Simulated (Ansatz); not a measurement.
Ansatz (a program for electronic structure) input file for (E)-2-chloro-1,3,3-trifluoroprop-1-ene (C₃H₂ClF₃), SMILES F/C=C(/Cl)C(F)F, PBE-D3(BJ)/def2-SVP. 

Ansatz 0.2 input:
```yaml
crystal:
  periodic: [false, false, false]
  atoms:
    - {symbol: F, position_ang: [0.87810310, -2.12135453, 0.38986290]}
    - {symbol: C, position_ang: [1.22927855, -0.84467210, 0.33127846]}
    - {symbol: C, position_ang: [0.39831870, 0.13670054, -0.03782685]}
    - {symbol: Cl, position_ang: [0.98648154, 1.77640884, -0.05478134]}
    - {symbol: C, position_ang: [-1.04853167, 0.00983051, -0.44247316]}
    - {symbol: F, position_ang: [-1.39220505, -1.28357622, -0.62858661]}
    - {symbol: F, position_ang: [-1.84957559, 0.52493941, 0.52665133]}
    - {symbol: H, position_ang: [2.27066201, -0.65967922, 0.60922684]}
    - {symbol: H, position_ang: [-1.24214383, 0.56949734, -1.37516334]}
basis:
  gaussian:
    orbitals: def2-SVP
hamiltonian:
  xc: pbe
  dispersion: d3bj
relax: {f_tol: 0.002, max_steps: 200}
```

Log of the run:

```
WARN ansatz: RAYON_NUM_THREADS=1 ignored (pool sized by the plan → 1); use --threads N
Functional definition: PBE
integrals: 0.06 GiB planned
1229 factors; their error is unknown
mean field: 0.31 GiB planned
mean field evaluation 1: about -23782.3618 eV, gradient 4.3e1 eV
mean field evaluation 2: about -23778.5928 eV, gradient 5.8e1 eV
mean field evaluation 4: about -23786.5404 eV, gradient 4.0e0 eV
mean field evaluation 8: about -23786.5651 eV, gradient 2.0e-1 eV
mean field evaluation 16: about -23786.4824 eV, gradient 6.5e-4 eV
mean field -23786.48243250 eV, -874.1371063374 hartree, gradient 4.6e-6 eV, S^2 0.000000; 0 other end points of the search recorded, 0 dependent functions left out
the calculation of the forces begins
reference -23786.48245521 eV, -874.1371071719 hartree; 32, 32 occupied and 80, 80 virtual orbitals, 1229 factors
relax step   1: F+E_penalty+E_count = -23786.67960963 eV  Δ(F+E_penalty+E_count) = +0.000e0 eV  max|allowed force component| = 5.289e-1 eV/Å  Δτ_max = 0.0000 Å  (30 SCF iters, accepted)
these checks for a lower state are left out or cut short: starts, cluster_reference, orbital_swaps, neighbouring_geometries, increment
integrals: 0.06 GiB planned
1229 factors; their error is unknown
mean field: 0.31 GiB planned
mean field -23786.49406643 eV, -874.1375338764 hartree, gradient 2.5e-5 eV, S^2 0.000000; 0 other end points of the search recorded, 0 dependent functions left out
the calculation of the forces begins
reference -23786.49408919 eV, -874.1375347129 hartree; 32, 32 occupied and 80, 80 virtual orbitals, 1229 factors
relax step   2: F+E_penalty+E_count = -23786.69076985 eV  Δ(F+E_penalty+E_count) = -1.116e-2 eV  max|allowed force component| = 1.538e-1 eV/Å  Δτ_max = 0.0117 Å  (32 SCF iters, accepted)
these checks for a lower state are left out or cut short: starts, cluster_reference, orbital_swaps, neighbouring_geometries, increment
integrals: 0.06 GiB planned
1229 factors; their error is unknown
mean field: 0.31 GiB planned
mean field evaluation 32: about -23786.4955 eV, gradient 1.4e-3 eV
mean field -23786.49547930 eV, -874.1375857987 hartree, gradient 2.5e-5 eV, S^2 0.000000; 0 other end points of the search recorded, 0 dependent functions left out
the calculation of the forces begins
reference -23786.49550209 eV, -874.1375866360 hartree; 32, 32 occupied and 80, 80 virtual orbitals, 1229 factors
relax step   3: F+E_penalty+E_count = -23786.69200899 eV  Δ(F+E_penalty+E_count) = -1.239e-3 eV  max|allowed force component| = 3.162e-2 eV/Å  Δτ_max = 0.0051 Å  (33 SCF iters, accepted)
these checks for a lower state are left out or cut short: starts, cluster_reference, orbital_swaps, neighbouring_geometries, increment
integrals: 0.06 GiB planned
1229 factors; their error is unknown
mean field: 0.31 GiB planned
mean field -23786.49550108 eV, -874.1375865991 hartree, gradient 8.2e-6 eV, S^2 0.000000; 0 other end points of the search recorded, 0 dependent functions left out
the calculation of the forces begins
reference -23786.49552387 eV, -874.1375874364 hartree; 32, 32 occupied and 80, 80 virtual orbitals, 1229 factors
relax step   4: F+E_penalty+E_count = -23786.69203710 eV  Δ(F+E_penalty+E_count) = -2.811e-5 eV  max|allowed force component| = 1.148e-2 eV/Å  Δτ_max = 0.0011 Å  (24 SCF iters, accepted)
these checks for a lower state are left out or cut short: starts, cluster_reference, orbital_swaps, neighbouring_geometries, increment
integrals: 0.06 GiB planned
1229 factors; their error is unknown
mean field: 0.31 GiB planned
mean field -23786.49549393 eV, -874.1375863363 hartree, gradient 1.1e-5 eV, S^2 0.000000; 0 other end points of the search recorded, 0 dependent functions left out
the calculation of the forces begins
reference -23786.49551672 eV, -874.1375871736 hartree; 32, 32 occupied and 80, 80 virtual orbitals, 1229 factors
relax step   5: F+E_penalty+E_count = -23786.69204582 eV  Δ(F+E_penalty+E_count) = -8.723e-6 eV  max|allowed force component| = 5.352e-3 eV/Å  Δτ_max = 0.0015 Å  (24 SCF iters, accepted)
these checks for a lower state are left out or cut short: starts, cluster_reference, orbital_swaps, neighbouring_geometries, increment
integrals: 0.06 GiB planned
1229 factors; their error is unknown
mean field: 0.31 GiB planned
mean field -23786.49548981 eV, -874.1375861848 hartree, gradient 1.1e-5 eV, S^2 0.000000; 0 other end points of the search recorded, 0 dependent functions left out
the calculation of the forces begins
reference -23786.49551259 eV, -874.1375870219 hartree; 32, 32 occupied and 80, 80 virtual orbitals, 1229 factors
relax step   6: F+E_penalty+E_count = -23786.69204996 eV  Δ(F+E_penalty+E_count) = -4.138e-6 eV  max|allowed force component| = 9.228e-3 eV/Å  Δτ_max = 0.0018 Å  (24 SCF iters, accepted)
these checks for a lower state are left out or cut short: starts, cluster_reference, orbital_swaps, neighbouring_geometries, increment
integrals: 0.06 GiB planned
1229 factors; their error is unknown
mean field: 0.31 GiB planned
mean field -23786.49549773 eV, -874.1375864759 hartree, gradient 8.0e-5 eV, S^2 0.000000; 0 other end points of the search recorded, 0 dependent functions left out
the calculation of the forces begins
reference -23786.49552051 eV, -874.1375873130 hartree; 32, 32 occupied and 80, 80 virtual orbitals, 1229 factors
relax step   7: F+E_penalty+E_count = -23786.69205463 eV  Δ(F+E_penalty+E_count) = -4.663e-6 eV  max|allowed force component| = 5.339e-3 eV/Å  Δτ_max = 0.0007 Å  (20 SCF iters, accepted)
these checks for a lower state are left out or cut short: starts, cluster_reference, orbital_swaps, neighbouring_geometries, increment
integrals: 0.06 GiB planned
1229 factors; their error is unknown
mean field: 0.31 GiB planned
mean field -23786.49551266 eV, -874.1375870246 hartree, gradient 1.7e-5 eV, S^2 0.000000; 0 other end points of the search recorded, 0 dependent functions left out
the calculation of the forces begins
reference -23786.49553544 eV, -874.1375878616 hartree; 32, 32 occupied and 80, 80 virtual orbitals, 1229 factors
relax step   8: F+E_penalty+E_count = -23786.69206448 eV  Δ(F+E_penalty+E_count) = -9.855e-6 eV  max|allowed force component| = 4.477e-3 eV/Å  Δτ_max = 0.0041 Å  (32 SCF iters, accepted)
these checks for a lower state are left out or cut short: starts, cluster_reference, orbital_swaps, neighbouring_geometries, increment
integrals: 0.06 GiB planned
1229 factors; their error is unknown
mean field: 0.31 GiB planned
mean field evaluation 64: about -23786.5819 eV, gradient 3.6e-1 eV
mean field -23786.49551832 eV, -874.1375872326 hartree, gradient 1.7e-5 eV, S^2 0.000000; 0 other end points of the search recorded, 0 dependent functions left out
the calculation of the forces begins
reference -23786.49554109 eV, -874.1375880695 hartree; 32, 32 occupied and 80, 80 virtual orbitals, 1229 factors
relax step   9: F+E_penalty+E_count = -23786.69206942 eV  Δ(F+E_penalty+E_count) = -4.937e-6 eV  max|allowed force component| = 5.385e-3 eV/Å  Δτ_max = 0.0040 Å  (32 SCF iters, accepted)
these checks for a lower state are left out or cut short: starts, cluster_reference, orbital_swaps, neighbouring_geometries, increment
integrals: 0.06 GiB planned
1229 factors; their error is unknown
mean field: 0.31 GiB planned
mean field -23786.49551950 eV, -874.1375872760 hartree, gradient 1.6e-5 eV, S^2 0.000000; 0 other end points of the search recorded, 0 dependent functions left out
the calculation of the forces begins
reference -23786.49554227 eV, -874.1375881128 hartree; 32, 32 occupied and 80, 80 virtual orbitals, 1229 factors
relax step  10: F+E_penalty+E_count = -23786.69207207 eV  Δ(F+E_penalty+E_count) = -2.649e-6 eV  max|allowed force component| = 3.088e-3 eV/Å  Δτ_max = 0.0032 Å  (33 SCF iters, accepted)
these checks for a lower state are left out or cut short: starts, cluster_reference, orbital_swaps, neighbouring_geometries, increment
integrals: 0.06 GiB planned
1229 factors; their error is unknown
mean field: 0.31 GiB planned
mean field -23786.49551872 eV, -874.1375872471 hartree, gradient 5.9e-5 eV, S^2 0.000000; 0 other end points of the search recorded, 0 dependent functions left out
the calculation of the forces begins
reference -23786.49554149 eV, -874.1375880839 hartree; 32, 32 occupied and 80, 80 virtual orbitals, 1229 factors
relax step  11: F+E_penalty+E_count = -23786.69207252 eV  Δ(F+E_penalty+E_count) = -4.494e-7 eV  max|allowed force component| = 7.445e-4 eV/Å  Δτ_max = 0.0006 Å  (20 SCF iters, accepted)
integrals: 0.06 GiB planned
1229 factors; their error is unknown
mean field: 0.31 GiB planned
mean field evaluation 96: about -23786.4955 eV, gradient 8.1e-3 eV
mean field -23786.49551872 eV, -874.1375872471 hartree, gradient 5.9e-5 eV, S^2 0.000000; 1 other end points of the search recorded, 0 dependent functions left out
the calculation of the forces begins
reference -23786.49554149 eV, -874.1375880839 hartree; 32, 32 occupied and 80, 80 virtual orbitals, 1229 factors
Total energy: -23786.69209529 eV, -874.1448113027 hartree
Atom 0 at     0.878764    -2.129941     0.405424 Å, force    -0.000273    -0.000076     0.000068 eV/Å
Atom 1 at     1.234081    -0.848811     0.337217 Å, force     0.000715     0.000744    -0.000023 eV/Å
Atom 2 at     0.398393     0.140137    -0.043349 Å, force    -0.000668    -0.000265    -0.000153 eV/Å
Atom 3 at     0.991327     1.775557    -0.067813 Å, force    -0.000041    -0.000048     0.000134 eV/Å
Atom 4 at    -1.053054     0.012610    -0.444162 Å, force     0.000474     0.000012    -0.000392 eV/Å
Atom 5 at    -1.392149    -1.288587    -0.647529 Å, force    -0.000049     0.000087     0.000006 eV/Å
Atom 6 at    -1.857606     0.516633     0.540896 Å, force    -0.000041     0.000087     0.000106 eV/Å
Atom 7 at     2.284338    -0.659287     0.614956 Å, force    -0.000094    -0.000333    -0.000016 eV/Å
Atom 8 at    -1.253706     0.589782    -1.377451 Å, force    -0.000024    -0.000208     0.000271 eV/Å
Dipole moment:     0.309509     0.107887    -0.131823 e Å
```

The calculation finished and met its thresholds.

Cost: very roughly 30 core-seconds.
